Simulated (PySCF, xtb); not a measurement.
SnCl3, SMILES [Cl][Sn+]([Cl])[Cl], charge +1.

GFN2-xTB run with xtb 6.7.1 at its own geometry gives an orbital gap of 2.24 eV.

Geometry: PBE0-D3(BJ)/def2-SVP. The spin state was assumed, not searched. The isomer is the one that the SMILES or the coordinates give; other isomers of the formula were not compared. The def2 effective core potentials stand for the cores of Sn; spin–orbit coupling is left out.

What does PySCF with PBE0/def2-TZVPD give? (The exact figures need the calculation; the answer reports its results.)

gap 5.49 eV (levels -15.15 and -9.66 eV).
